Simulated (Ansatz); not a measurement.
A nudged elastic band was laid between two geometries of CH$_{9}$BSn$_{2}$ (13 atoms, charge 0, multiplicity 1).

Computed with Ansatz 0.2.0, RKS LDA/def2-SVP.

| Quantity | Value |
| --- | --- |
| movable images | 5 |
| climbing image | yes |
| spring | 5.0 eV/Å² |
| optimiser | quadratic models (default) |
| start path | IDPP |
| force threshold | 0.03 eV/Å |
| iteration limit | 60 |
| end points | relaxed |

First end point:

```xyz
13
Properties=species:S:1:pos:R:3
B -1.163 1.118 -0.885
Sn 0.878 0.878 -0.254
C 1.560 0.418 1.725
Sn -1.293 -1.211 -0.862
H -1.299 1.457 -2.048
H -1.908 1.508 -0.002
H 2.192 0.402 -1.290
H 0.759 0.604 2.466
H 2.441 1.049 1.963
H 1.872 -0.647 1.763
H -1.696 -1.783 -2.429
H -2.455 -1.703 0.303
H 0.133 -2.124 -0.433
```

Last end point:

```xyz
13
Properties=species:S:1:pos:R:3
B -0.955 1.268 -0.934
Sn 1.022 0.679 -0.332
C 1.676 0.204 1.654
Sn -1.531 -0.987 -0.741
H -1.060 1.548 -2.115
H -1.585 1.849 -0.067
H 2.180 -0.105 -1.369
H 1.841 -0.891 1.733
H 0.926 0.530 2.401
H 2.641 0.718 1.849
H -2.117 -1.549 -2.253
H -2.715 -1.152 0.492
H -0.303 -2.145 -0.302
```

(1) What changes between the two ends?

(2) What energy profile does the band end with?

(3) What is the geometry of the highest image?

Results:

(1) No bond is made or broken. The dihedral Sn4–Sn2–C3–H8 goes from -67 to 58°.

(2) The run converged. The highest image is number 3 of 0 to 6, 0.4 kcal/mol above the ends, which have the same energy within 2 meV. A vibrational analysis at the climbing image gives one clearly imaginary mode, 83i cm⁻¹: a first-order saddle point.

```tsv
image	path coordinate (Å)	energy (kcal/mol)	dihedral Sn4–Sn2–C3–H8 (°)
0	0.00	0.0	-67
1	0.62	0.1	-47
2	1.23	0.3	-27
3	1.85	0.4	-6
4	2.48	0.3	15
5	3.11	0.1	37
6	3.74	0.0	58
```

(3) 
```xyz
13
Properties=species:S:1:pos:R:3
B -0.933 1.271 -0.927
Sn 1.038 0.665 -0.320
C 1.666 0.198 1.679
Sn -1.522 -0.979 -0.780
H -1.021 1.567 -2.105
H -1.570 1.844 -0.060
H 2.186 -0.111 -1.369
H 0.890 -0.437 2.155
H 1.757 1.134 2.266
H 2.633 -0.343 1.677
H -2.089 -1.532 -2.303
H -2.716 -1.167 0.441
H -0.299 -2.143 -0.338
```

Time of the run: 34 s on 2 threads of Intel(R) Xeon(R) Platinum 8488C (Sapphire Rapids) (shared host), peak memory 0.19 GiB.
